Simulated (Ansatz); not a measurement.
C2H9NSi2 (`C=C(N)[SiH2][SiH3]`). Total charge 0; spin multiplicity 1. Geometry: relaxed with PBE0-D4/def2-TZVP. It is one conformer, not always the lowest.

```xyz
14

C    -0.587   -1.627   -0.206
C     0.328   -0.800   -0.729
N     1.071   -1.095   -1.860
Si    0.769    0.799    0.153
Si   -0.924    1.471    1.616
H    -1.093   -1.392    0.721
H    -0.839   -2.576   -0.673
H     1.383   -0.311   -2.409
H     0.737   -1.860   -2.426
H     0.976    1.856   -0.884
H     2.065    0.657    0.873
H    -0.501    2.701    2.338
H    -2.173    1.765    0.864
H    -1.212    0.413    2.622
```

(1) What is the dipole moment at r2SCAN/def2-TZVPP? (An estimate is asked.)

(2) And with PBE, B3LYP, ωB97M-V? (An estimate is asked.)

(3) Give the Mulliken charges with r2SCAN, B3LYP, ωB97M-V in def2-TZVPP. (Estimate.)

## Answers

(1) Computed: 1.63 D, with components (0.07, -0.18, -1.62) D in this frame, pointing from negative to positive charge.

(2) Ansatz gave: PBE 1.65 D, B3LYP 1.56 D, ωB97M-V 1.52 D.

(3) The calculation gave: 
```json
{"atom": "C1", "r2SCAN": "-0.25", "B3LYP": "-0.28", "ωB97M-V": "-0.26"}
{"atom": "C2", "r2SCAN": "0.05", "B3LYP": "0.06", "ωB97M-V": "0.03"}
{"atom": "N3", "r2SCAN": "-0.33", "B3LYP": "-0.30", "ωB97M-V": "-0.26"}
{"atom": "Si4", "r2SCAN": "0.28", "B3LYP": "0.26", "ωB97M-V": "0.18"}
{"atom": "Si5", "r2SCAN": "0.15", "B3LYP": "0.14", "ωB97M-V": "0.03"}
{"atom": "H6", "r2SCAN": "0.07", "B3LYP": "0.08", "ωB97M-V": "0.07"}
{"atom": "H7", "r2SCAN": "0.05", "B3LYP": "0.07", "ωB97M-V": "0.07"}
{"atom": "H8", "r2SCAN": "0.17", "B3LYP": "0.15", "ωB97M-V": "0.13"}
{"atom": "H9", "r2SCAN": "0.15", "B3LYP": "0.14", "ωB97M-V": "0.11"}
{"atom": "H10", "r2SCAN": "-0.09", "B3LYP": "-0.08", "ωB97M-V": "-0.04"}
{"atom": "H11", "r2SCAN": "-0.07", "B3LYP": "-0.07", "ωB97M-V": "-0.02"}
{"atom": "H12", "r2SCAN": "-0.06", "B3LYP": "-0.06", "ωB97M-V": "-0.02"}
{"atom": "H13", "r2SCAN": "-0.06", "B3LYP": "-0.05", "ωB97M-V": "-0.01"}
{"atom": "H14", "r2SCAN": "-0.06", "B3LYP": "-0.05", "ωB97M-V": "-0.01"}
```

B3LYP here is the variant with VWN-RPA as its local correlation; programs differ in this.
